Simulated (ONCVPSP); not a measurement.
# Which change was made? (Cu, ONCV)

copper, optimised norm-conserving Vanderbilt (ONCV), made with ONCVPSP 4.0.1 (PBEsol, scalar-relativistic). Core [Ne], reference 3s2 3p6 3d9 (charge +2). Waves: 3s: rc 1.10 bohr, ncon 3, nbas 7, qcut 13.5 1/bohr, 1 projector; 3p: rc 0.65 bohr, ncon 4, nbas 7, qcut 11.5 1/bohr, 1 projector; 3d: rc 1.40 bohr, ncon 5, nbas 10, qcut 12.8 1/bohr, 2 projectors, debl 3.8 Ha. Local part: polynomial inside 0.50 bohr (lpopt 5, dvloc0 6 Ha). Core correction: Teter function, fcfact 5, rcfact 1.05.

Cutoffs, loose and tight: the cutoffs (Ha) at which the residual kinetic energy of the hardest occupied pseudo-wave falls to 1 and 0.1 mHa per electron. They do not see the model core or the augmentation charge, which bear on the density cutoff. Test errors are all-electron minus pseudo excitation energies from the reference, over the configurations 3s2 3p6 3d10 4s1; 3s2 3p6 3d10; 3s2 3p6 3d8; 3s2 3p6 3d10 4p1; variants that change the core or the reference have their own tests. The largest error is taken over the tests solved by every variant that gives reliable tests at all, those not shown here included: 3s2 3p6 3d10; 3s2 3p6 3d10 4p1; 3s2 3p6 3d8.

The base gives: outcome: generated; cutoff, loose: 149 Ha; cutoff, tight: 312 Ha; bound ghosts: none; GHOST(+) flags above zero: none; largest test error (meV): +34.

Task: After one change the result is: outcome: generated; cutoff, loose: 428 Ha; cutoff, tight: 532 Ha; bound ghosts: s; GHOST(+) flags above zero: none; largest test error (meV): +15. Which change was it?
A. all radii but the core radius scaled by about 0.83 (s 0.90, p 0.54, d 1.16 bohr); local potential polynomial inside 0.42 bohr (lpopt 5, dvloc0 6 Ha)
B. s: qcut 19.6; p: qcut 16.7; d: qcut 18.5
C. local potential polynomial inside 0.50 bohr (lpopt 5, dvloc0 9 Ha)

Result: A. The others give: s: qcut 19.6; p: qcut 16.7; d: qcut 18.5 → outcome: generated; cutoff, loose: 100 Ha; cutoff, tight: 121 Ha; bound ghosts: none; GHOST(+) flags above zero: s; largest test error (meV): +11 | local potential polynomial inside 0.50 bohr (lpopt 5, dvloc0 9 Ha) → outcome: generated; cutoff, loose: 149 Ha; cutoff, tight: 312 Ha; bound ghosts: none; GHOST(+) flags above zero: none; largest test error (meV): +34.
